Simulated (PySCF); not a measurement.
FMoN: fields on a plane

Method: PySCF, UPBE0, basis Mo def2-TZVP with ECP28, N def2-TZVP, F def2-TZVP (scalar-relativistic core potentials, no spin–orbit coupling, density fitting).

The triplet minimum has Mo–F 1.903 Å, Mo–N 1.617 Å; F–Mo–N 114.7°.

The plane holds Mo1 at (0.00, 0.00), N2 at (1.62, 0.00), F3 at (-0.80, 1.73) Å. Columns run from x = -2.85 to 4.05 Å, rows from y = 4.05 (top) to -1.95 Å, in steps of 0.3 Å. Other isomers or separated fragments may lie lower. Core electrons replaced by a potential are absent, the electrostatic potential uses the reduced nuclear charge, and values within about 0.7 Å of such atoms have no physical meaning.

Q: Give the lowest empty orbital (Å^-3/2) at -3.35 eV (cut at ±0.3; overall sign arbitrary). Every second row and column.

A: 
```
 0.00  0.00  0.00  0.00  0.00  0.00  0.00  0.00  0.00  0.00  0.00  0.00
 0.00  0.00  0.01  0.01  0.00  0.00  0.00  0.00  0.00  0.00  0.00  0.00
 0.01  0.01  0.03  0.03  0.01  0.00  0.00  0.00  0.00 -0.01  0.00  0.00
 0.01  0.03  0.06  0.13 -0.01 -0.01  0.00  0.00 -0.01 -0.01 -0.01  0.00
 0.02  0.03  0.06  0.16 -0.30  0.00  0.03 -0.01 -0.03 -0.03 -0.01 -0.01
 0.02  0.03  0.02 -0.06 -0.02  0.24  0.13 -0.04 -0.09 -0.06 -0.03 -0.01
 0.03  0.04  0.04 -0.04 -0.06  0.30  0.16 -0.19 -0.29 -0.09 -0.03 -0.01
 0.04  0.07  0.10  0.09 -0.16 -0.12 -0.14  0.22 -0.02 -0.04 -0.02  0.00
 0.05  0.09  0.16  0.28  0.30  0.25  0.12  0.19  0.12  0.03  0.01  0.00
 0.04  0.09  0.15  0.26  0.30  0.30  0.20  0.14  0.08  0.04  0.01  0.01
 0.04  0.06  0.11  0.17  0.21  0.20  0.14  0.09  0.06  0.03  0.01  0.01
```

Q: Give the electrostatic potential (V) (cut at 20 V). Lower edges of the bins (V): '0' -1.88, '1' -1.75, '2' -1.55, '3' -1.22, '4' -0.71, '5' 0.11, '6' 1.40, '7' 3.45, '8' 6.70, '9' 11.84; top 20.0.

A: 
```
444333333333344444444444
443333333333333444444444
433332222223333344444444
433221100122333334444444
433210100012333333444444
332113554212333333334444
432136998532333333333344
432259999844443333333334
433359999865544333333334
444358999877654332223333
444456899998765543222333
555567899999988875322333
555667899999999997422233
556678999999999999522233
566678999999999999522233
566678999999999997422333
566677899999988875323333
566677889999876554333334
566667788888765543333344
566667777777665544444444
566666677776665544444444
```

Other spin states or occupations of the open shell can lie lower.
